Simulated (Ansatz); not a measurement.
ClGeH3O2S, SMILES `[OH][Ge]([OH])([SH])[Cl]`, relaxed with RKS PBE-D4/def2-SVP in Ansatz from a rough embedded geometry. The force threshold is 0.03 eV/Å; the program also tests the step.

Charge 0, multiplicity 1.

Start:

```xyz
8

O    -0.235   -1.757   -0.010
Ge    0.276   -0.090    0.000
O     1.702    0.047   -1.018
S    -1.271    1.197   -0.830
Cl    0.767    0.573    2.018
H    -1.051   -1.803    0.637
H     1.990    1.013   -1.020
H    -2.178    0.820    0.224
```

```
         step  energy (eV)  largest force (eV/Å)  largest move (Å)
            1  -83982.0956                 2.673             0.000
            2  -83982.3283                 1.018             0.195
            3  -83982.3735                 0.471             0.086
            4  -83982.3941                 0.195             0.113
            5  -83982.3976                 0.383             0.151
            6  -83982.4065                 0.142             0.026
            7  -83982.4119                 0.067             0.034
            8  -83982.4310                 0.114             0.200
            9  -83982.4445                 0.086             0.169
10 (rejected)  -83982.4053                 1.035             0.199
           11  -83982.4468                 0.085             0.035
           12  -83982.4493                 0.076             0.072
           13  -83982.4497                 0.007             0.015
```

End:

```xyz
8

O     0.018   -1.910    0.036
Ge    0.188   -0.145    0.021
O     1.679    0.048   -0.919
S    -1.577    0.927   -0.841
Cl    0.435    0.635    2.049
H    -0.841   -2.164    0.424
H     1.850    0.994   -1.091
H    -1.752    1.615    0.322
```

Run time 18 s (4 threads of a server CPU on a shared host); peak host memory 0.17 GiB.
